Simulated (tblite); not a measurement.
Compound: C6H11OS (charge -1).
Numbering: `[CH3:1][C@@H:2]([OH:3])[CH2:4][C@@H:5]1[CH2:6][C@@H:7]1[S-:8]` (hydrogens: H9, H10, H11 on C1; H12 on C2; H13 on O3; H14, H15 on C4; H16 on C5; H17, H18 on C6; H19 on C7)

The geometry is computed with GFN2-xTB (gas phase).

(1) What internal coordinates does the optimisation give?

Answers

(1) 
| bond | length (Å) | order |
| --- | --- | --- |
| C1–C2 | 1.538 | single |
| C2–O3 | 1.399 | single |
| C2–C4 | 1.534 | single |
| C4–C5 | 1.510 | single |
| C5–C6 | 1.505 | single |
| C6–C7 | 1.504 | single |
| C7–S8 | 1.779 | single |
| C5–C7 | 1.507 | single |
| C1–H9, C1–H10, C1–H11 | 1.088 | single |
| C2–H12 | 1.106 | single |
| O3–H13 | 1.003 | single |
| C4–H14 | 1.097 | single |
| C4–H15 | 1.093 | single |
| C5–H16 | 1.088 | single |
| C6–H17 | 1.081 | single |
| C6–H18 | 1.085 | single |
| C7–H19 | 1.090 | single |

Bonds in one row agree within 0.01 Å and their mean is given. Orders are formal, as drawn. A selection of angles:
| angle | degrees |
| --- | --- |
| C2–C1–H9 | 110.8 |
| C2–C1–H10 | 109.7 |
| H9–C1–H10 | 109.2 |
| C1–C2–O3 | 110.4 |
| C1–C2–C4 | 109.6 |
| C1–C2–H12 | 108.2 |
| O3–C2–C4 | 112.9 |
| O3–C2–H12 | 106.5 |
| C4–C2–H12 | 109.2 |
| C2–O3–H13 | 108.5 |
| C2–C4–C5 | 112.3 |
| C2–C4–H14 | 109.4 |
| C2–C4–H15 | 107.8 |
| C5–C4–H14 | 110.8 |
| C5–C4–H15 | 107.6 |
| H14–C4–H15 | 108.8 |
| C4–C5–C6 | 118.6 |
| C4–C5–C7 | 118.5 |
| C4–C5–H16 | 114.3 |
| C6–C5–C7 | 59.9 |
| C6–C5–H16 | 117.3 |
| C7–C5–H16 | 117.7 |
| C5–C6–C7 | 60.1 |
| C5–C6–H17 | 117.3 |
| C5–C6–H18 | 118.6 |
| C7–C6–H17 | 117.5 |
| C7–C6–H18 | 119.3 |
| H17–C6–H18 | 113.9 |
| C6–C7–S8 | 121.8 |
| C6–C7–H19 | 116.0 |
| S8–C7–H19 | 112.6 |
| C5–C7–C6 | 60.0 |
| C5–C7–S8 | 120.7 |
| C5–C7–H19 | 116.3 |

Torsions: C1–C2–C4–C5 -174° (antiperiplanar); C2–C4–C5–C6 156° (antiperiplanar); C4–C5–C6–C7 -108° (anticlinal); C5–C6–C7–S8 110° (anticlinal); C4–C5–C7–C6 108° (anticlinal); H13–O3–C2–C1 100° (anticlinal).

Of the pairs four or more bonds apart, S8···H13 is among the closest relative to their van der Waals radii: 2.04 Å, 68 % of the sum of Bondi's values. All internal angles of the 3-membered ring C5–C6–C7 are 60.0°. The 6 C–C bonds span 1.504 Å (C6–C7, drawn single) to 1.538 Å (C1–C2, drawn single), a spread of 0.034 Å.

Point group: C1 (no symmetry element, even within 0.4 Å). Its GFN2-xTB frequencies are all real (lowest 50 cm⁻¹). Torsions: C1–C2–O3–H 100°, C1–C2–C4–C5 -174°, C2–C4–C5–C6 156°.

The run took 2.3 s of wall time on one thread of an Intel Xeon Platinum 8259CL at 2.50 GHz, no GPU, shared host with 96 logical CPUs at a one-minute load of 51. These figures are those of the optimisation.

One conformer stands for the species.
